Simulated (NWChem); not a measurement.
Basis-set convergence for bromine monochloride (BrCl)

SMILES: ClBr
```xyz
2

Cl     0.0000     0.0000     1.4776
Br     0.0000     0.0000    -0.7177
```
Charge 0, spin multiplicity 1.

Everything below was run with NWChem. Structure: optimised with B3LYP/def2-SVP, a minimum by its harmonic frequencies.

Quantity: LUMO energy at the level PBE.

The Hamiltonian is non-relativistic. The Pople sets run with spherical d functions.

```json
[
 {"basis": "STO-3G", "functions": "27", "LUMO energy (eV)": "-1.89"},
 {"basis": "3-21G", "functions": "35", "LUMO energy (eV)": "-4.74"},
 {"basis": "pcseg-1", "functions": "45", "LUMO energy (eV)": "[?]"},
 {"basis": "6-31G*", "functions": "50", "LUMO energy (eV)": "[?]"},
 {"basis": "aug-cc-pVDZ", "functions": "63", "LUMO energy (eV)": "[?]"},
 {"basis": "def2-SVPD", "functions": "68", "LUMO energy (eV)": "-5.00"},
 {"basis": "cc-pVTZ", "functions": "77", "LUMO energy (eV)": "-4.74"},
 {"basis": "def2-TZVPD", "functions": "103", "LUMO energy (eV)": "-4.81"},
 {"basis": "aug-cc-pVTZ", "functions": "109", "LUMO energy (eV)": "-4.80"},
 {"basis": "def2-QZVP", "functions": "145", "LUMO energy (eV)": "-4.77"}
]
```

**Question.** Complete the blanks.

**Answer.** 
- pcseg-1, LUMO energy (eV): -4.86
- 6-31G*, LUMO energy (eV): -4.83
- aug-cc-pVDZ, LUMO energy (eV): -4.91
